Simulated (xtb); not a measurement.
xtb input (GFN2-xTB):

```bash
xtb mol.xyz --gfn 2 --sp --chrg -1 --uhf 0
```
mol.xyz:
```
6

Si    -0.83674266     0.24438014     0.12342932
Br     0.23354587    -0.39701321    -1.83061130
Br     0.92698264     0.23034025     1.62817304
O     -1.62896448     1.55718991     0.04414134
O     -1.66119821    -1.14307545     0.54037721
H     -2.58279891    -0.90068416     0.68118009
```

Output:

```
           -------------------------------------------------
          |                Calculation Setup                |
           -------------------------------------------------

           -------------------------------------------------
          |                 G F N 2 - x T B                 |
           -------------------------------------------------

        Reference                      10.1021/acs.jctc.8b01176
      * Hamiltonian:
        H0-scaling (s, p, d)           1.850000    2.230000    2.230000
        zeta-weighting                 0.500000
      * Dispersion:
        s8                             2.700000
        a1                             0.520000
        a2                             5.000000
        s9                             5.000000
      * Repulsion:
        kExp                           1.500000    1.000000
        rExp                           1.000000
      * Coulomb:
        alpha                          2.000000
        third order                    shell-resolved
        anisotropic                    true
        a3                             3.000000
        a5                             4.000000
        cn-shift                       1.200000
        cn-exp                         4.000000
        max-rad                        5.000000

          ...................................................
          :                      SETUP                      :
          :.................................................:
          :  # basis functions                  39          :
          :  # atomic orbitals                  36          :
          :  # shells                           14          :
          :  # electrons                        32          :
          :  max. iterations                   250          :
          :  Hamiltonian                  GFN2-xTB          :
          :  restarted?                      false          :
          :  GBSA solvation                  false          :
          :  PC potential                    false          :
          :  electronic temp.          300.0000000     K    :
          :  accuracy                    1.0000000          :
          :  -> integral cutoff          0.2500000E+02      :
          :  -> integral neglect         0.1000000E-07      :
          :  -> SCF convergence          0.1000000E-05 Eh   :
          :  -> wf. convergence          0.1000000E-03 e    :
          :  Broyden damping             0.4000000          :
          :  net charge                         -1          :
          :  unpaired electrons                  0          :
          ...................................................

 iter      E             dE          RMSdq      gap      omega  full diag
   1    -18.9515868 -0.189516E+02  0.111E+01    7.28       0.0  T
   2    -19.0201717 -0.685848E-01  0.786E+00    6.44       1.0  T
   3    -19.0082467  0.119250E-01  0.439E+00    7.04       1.0  T
   4    -19.0279301 -0.196834E-01  0.277E+00    6.24       1.0  T
   5    -19.0510330 -0.231029E-01  0.986E-01    6.64       1.0  T
   6    -19.0531815 -0.214850E-02  0.761E-01    6.56       1.0  T
   7    -19.0535321 -0.350588E-03  0.392E-01    6.57       1.0  T
   8    -19.0530550  0.477119E-03  0.364E-01    6.50       1.0  T
   9    -19.0535905 -0.535546E-03  0.101E-01    6.56       1.0  T
  10    -19.0535794  0.110947E-04  0.984E-02    6.56       1.0  T
  11    -19.0536195 -0.401246E-04  0.231E-02    6.54       1.8  T
  12    -19.0536218 -0.227816E-05  0.621E-03    6.55       6.6  T
  13    -19.0536219 -0.103200E-06  0.314E-03    6.55      13.0  T
  14    -19.0536219 -0.363356E-07  0.155E-03    6.55      26.3  T
  15    -19.0536220 -0.101583E-07  0.329E-04    6.55     124.3  T
  16    -19.0536220 -0.414868E-09  0.126E-04    6.55     324.1  T

   *** convergence criteria satisfied after 16 iterations ***

         #    Occupation            Energy/Eh            Energy/eV
      -------------------------------------------------------------
         1        2.0000           -0.6851197             -18.6431
       ...           ...                  ...                  ...
        10        2.0000           -0.2951845              -8.0324
        11        2.0000           -0.2742396              -7.4624
        12        2.0000           -0.2618254              -7.1246
        13        2.0000           -0.2588760              -7.0444
        14        2.0000           -0.2548564              -6.9350
        15        2.0000           -0.2536930              -6.9033
        16        2.0000           -0.2525934              -6.8734 (HOMO)
        17                         -0.0119913              -0.3263 (LUMO)
        18                          0.0275523               0.7497
        19                          0.0610238               1.6605
        20                          0.0873945               2.3781
        21                          0.1887402               5.1359
       ...                                ...                  ...
        36                          1.1102068              30.2103
      -------------------------------------------------------------
                  HL-Gap            0.2406021 Eh            6.5471 eV
             Fermi-level           -0.1322923 Eh           -3.5999 eV

 SCC (total)                   0 d,  0 h,  0 min,  0.018 sec
 SCC setup                      ...        0 min,  0.000 sec (  0.988%)
 Dispersion                     ...        0 min,  0.000 sec (  0.362%)
 classical contributions        ...        0 min,  0.000 sec (  0.168%)
 integral evaluation            ...        0 min,  0.003 sec ( 15.730%)
 iterations                     ...        0 min,  0.010 sec ( 56.182%)
 molecular gradient             ...        0 min,  0.005 sec ( 25.278%)
 printout                       ...        0 min,  0.000 sec (  1.160%)

         :::::::::::::::::::::::::::::::::::::::::::::::::::::
         ::                     SUMMARY                     ::
         :::::::::::::::::::::::::::::::::::::::::::::::::::::
         :: total energy             -18.992284841365 Eh    ::
         :: gradient norm              0.030354303003 Eh/a0 ::
         :: HOMO-LUMO gap              6.547117721383 eV    ::
         ::.................................................::
         :: SCC energy               -19.053619250638 Eh    ::
         :: -> isotropic ES            0.198781858757 Eh    ::
         :: -> anisotropic ES         -0.013035995775 Eh    ::
         :: -> anisotropic XC         -0.036418458705 Eh    ::
         :: -> dispersion             -0.006128187914 Eh    ::
         :: repulsion energy           0.061334409273 Eh    ::
         :: add. restraining           0.000000000000 Eh    ::
         :: total charge              -1.000000000000 e     ::
         :::::::::::::::::::::::::::::::::::::::::::::::::::::

           -------------------------------------------------
          |                Property Printout                |
           -------------------------------------------------

    * Orbital Energies and Occupations

         #    Occupation            Energy/Eh            Energy/eV
      -------------------------------------------------------------
         1        2.0000           -0.6851197             -18.6431
       ...           ...                  ...                  ...
         4        2.0000           -0.5224905             -14.2177
         5        2.0000           -0.4495053             -12.2317
         6        2.0000           -0.4029848             -10.9658
         7        2.0000           -0.3434839              -9.3467
         8        2.0000           -0.3374331              -9.1820
         9        2.0000           -0.2978353              -8.1045
        10        2.0000           -0.2951845              -8.0324
        11        2.0000           -0.2742396              -7.4624
        12        2.0000           -0.2618254              -7.1246
        13        2.0000           -0.2588760              -7.0444
        14        2.0000           -0.2548564              -6.9350
        15        2.0000           -0.2536930              -6.9033
        16        2.0000           -0.2525934              -6.8734 (HOMO)
        17                         -0.0119913              -0.3263 (LUMO)
        18                          0.0275523               0.7497
        19                          0.0610238               1.6605
        20                          0.0873945               2.3781
        21                          0.1887402               5.1359
        22                          0.1971722               5.3653
        23                          0.2082001               5.6654
        24                          0.2090891               5.6896
        25                          0.2091768               5.6920
        26                          0.2093605               5.6970
        27                          0.2308487               6.2817
       ...                                ...                  ...
        36                          1.1102068              30.2103
      -------------------------------------------------------------
                  HL-Gap            0.2406021 Eh            6.5471 eV
             Fermi-level           -0.1322923 Eh           -3.5999 eV

     #   Z          covCN         q      C6AA      α(0)
     1  14 Si       3.198     0.623   135.647    24.494
     2  35 Br       0.849    -0.386   195.790    22.560
     3  35 Br       0.849    -0.386   195.790    22.560
     4   8 O        0.771    -0.564    25.309     6.743
     5   8 O        1.574    -0.536    23.730     6.573
     6   1 H        0.825     0.249     0.892     1.482

 Mol. C6AA /au·bohr⁶  :       2497.004150
 Mol. C8AA /au·bohr⁸  :     133553.828377
 Mol. α(0) /au        :         84.411946

Wiberg/Mayer (AO) data.
largest (>0.10) Wiberg bond orders for each atom

 ---------------------------------------------------------------------------
     #   Z sym  total        # sym  WBO       # sym  WBO       # sym  WBO
 ---------------------------------------------------------------------------
     1  14 Si   4.414 --     4 O    1.883     5 O    0.971     2 Br   0.780
                             3 Br   0.780
     2  35 Br   0.932 --     1 Si   0.780
     3  35 Br   0.932 --     1 Si   0.780
     4   8 O    2.065 --     1 Si   1.883
     5   8 O    2.050 --     1 Si   0.971     6 H    0.934
     6   1 H    0.938 --     5 O    0.934
 ---------------------------------------------------------------------------

Topologies differ in total number of bonds
Writing topology from bond orders to xtbtopo.mol

molecular dipole:
                 x           y           z       tot (Debye)
 q only:        0.371      -0.518       0.020
   full:       -1.047      -0.673       0.332       3.274
molecular quadrupole (traceless):
                xx          xy          yy          xz          yz          zz
 q only:        3.214       4.392      -0.430      -2.137      -1.432      -2.784
  q+dip:        6.785       6.171       5.202      -5.266      -4.701     -11.987
   full:        7.359       7.618       3.435      -5.400      -4.451     -10.793

           -------------------------------------------------
          | TOTAL ENERGY              -18.992284841365 Eh   |
          | GRADIENT NORM               0.030354303003 Eh/α |
          | HOMO-LUMO GAP               6.547117721383 eV   |
           -------------------------------------------------

------------------------------------------------------------------------
------------------------------------------------------------------------
 total:
Note: The following floating-point exceptions are signalling: IEEE_DENORMAL
normal termination of xtb
 SCF:
```

It need not be the lowest isomer of its formula. Whether it binds its extra electron was not tested at this geometry.
